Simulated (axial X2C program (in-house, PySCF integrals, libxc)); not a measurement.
Low determinants of HfH at the PBE0 level, two-component

Calculated with an in-house all-electron X2C program for linear molecules (integrals from PySCF). Two-component (2c) means X2C with spin–orbit coupling and atomic mean-field two-electron Coulomb and Gaunt terms. Basis: Hf dyall-cv3z [13s14p9d7f4g], H dyall-v3z [6s2p1d] (cores contracted in-house); Gaussian nuclei, density fitting, unrestricted open shells. Masses: Hf 179.947 u, H 1.008 u.

Search at 1.840 Å (vertical energies from the lowest determinant):

```tsv
ΔE (eV)	state	electrons beyond evenly filled partner blocks	electrons in ±ω = 1/2, 3/2, 5/2, 7/2
0.00	Ω = 3/2	ω = 3/2	42 21 8 2
0.21	Ω = 1/2	ω = 1/2	43 20 8 2
0.38	Ω = 5/2	ω = 5/2	42 20 9 2
0.69	Ω = 1/2	ω = 1/2	41 22 8 2
0.72	Ω = 3/2	ω = 1/2, ω = -3/2, ω = 5/2	41 21 9 2
0.91	Ω = 9/2	ω = 1/2, ω = 3/2, ω = 5/2	41 21 9 2
1.04	Ω = 1/2	2 × ω = -1/2, ω = 3/2	42 21 8 2
```

Lowest determinant, Ω = 3/2 (⟨Sz⟩ = -0.43, ⟨Lz⟩ = 1.93 at PBE0): Re = 1.819 Å, ωe = 1690.2 cm⁻¹.

The determinant in row 2 of the search, Ω = 1/2 (⟨Sz⟩ = -0.49, ⟨Lz⟩ = 0.99 at PBE0), was followed along the bond at PBE0; measured from the minimum of the lowest determinant it gives:

Te = 0.207 eV (1673 cm⁻¹), Re = 1.799 Å, ωe = 1712.4 cm⁻¹.

(1) Compare the bond of the determinant in row 2 with that of the lowest one.

The search compares states at one distance, so a state with another bond length can lie lower; it is not exhaustive and yields mostly the lowest determinant of each block pattern, so other components and higher states of one pattern are missing. These are energies of single determinants, not of spin-adapted states; PBE0 term energies can be off by some tenths of an eV, and the functional has no current term. The lowest determinant need not be the ground state where others lie within half an eV.

## Answers

(1) At PBE0 its Re is 0.020 Å shorter and its force constant, which goes as ωe², is 1.03 times that of the lowest determinant. T0 ≈ Te + Δωe/2 = 1673 + (11) = 1684 cm⁻¹.
